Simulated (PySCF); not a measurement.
Estimate the missing entries of this data sheet.

C5H12OS.
Atom-mapped SMILES: `[CH3:1][CH2:2][C@@H:3]([CH3:4])[S@:5]([CH3:6])=[O:7]` (hydrogens: H8, H9, H10 on C1; H11, H12 on C2; H13 on C3; H14, H15, H16 on C4; H17, H18, H19 on C6)

Conformer (atom-mapped SMILES and torsion angles): `[CH3:1][CH2:2][C@@H:3]([CH3:4])[S@:5]([CH3:6])=[O:7]`: C1–C2–C3–C4 -55°, C2–C3–S5–C6 161°.

```tsv
property	level	value
point group of the GFN2-xTB geometry	GFN2-xTB	C1
rotational constants A, B, C of the GFN2-xTB geometry	GFN2-xTB	3.099, 1.718, 1.296 GHz
dipole moment	PBE0/def2-SVPD	?
HOMO energy	PBE0/def2-SVPD	-6.58 eV
LUMO energy	PBE0/def2-SVPD	?
lowest singlet excitation	TDDFT PBE0/def2-SVPD	5.84 eV (212 nm, f = 0.007)
strongest line among the 6 lowest singlet transitions	TDDFT PBE0/def2-SVPD	S4 at 6.50 eV (191 nm, f = 0.073)
lowest triplet excitation (Tamm–Dancoff)	TDA PBE0/def2-SVPD	5.10 eV
static isotropic polarisability	PBE0/def2-SVPD	?
electronic spatial extent ⟨r²⟩ about the centre of nuclear charge	PBE0/def2-SVPD	1029 bohr²
13C chemical shifts (computed TMS as zero) by class	GIAO PBE0/pcSseg-1	68.6 (C3), 43.7 (C6), 25.0 (C2), 13.4 (C4), 8.9 (C1) ppm
1H chemical shifts (computed TMS as zero) by class	GIAO PBE0/pcSseg-1	2.70 (H11), 2.47 (H13), 2.29 (H17/H18/H19), 1.46 (H12), 1.00 (H14/H15/H16), 0.99 (H8/H9/H10) ppm
isotropic shieldings of nuclei other than C and H, by class	GIAO PBE0/pcSseg-1	280 (O7), 175 (S5) ppm
```

The electronic properties come from PySCF, for the isolated species, density fitting. NMR classes are plain means over equivalent atoms (diastereotopic ones count apart unless rotation or inversion swaps them), as if these changed places fast; in this geometry the members of some classes differ.

(1) What is the dipole moment?

(2) Give the static isotropic polarisability.

(3) What is the LUMO energy?

Answers

(1) 3.81 D.

(2) 87.0 au.

(3) 0.52 eV.

No computed singlet falls in the visible range (750 to 380 nm, 1.65 to 3.26 eV); S1 lies 2.58 eV above its blue end. The largest Löwdin shares of the HOMO are 0.48 on O7, 0.31 on S5, 0.08 on C3 and 0.06 on C6.

One conformer stands for the species.
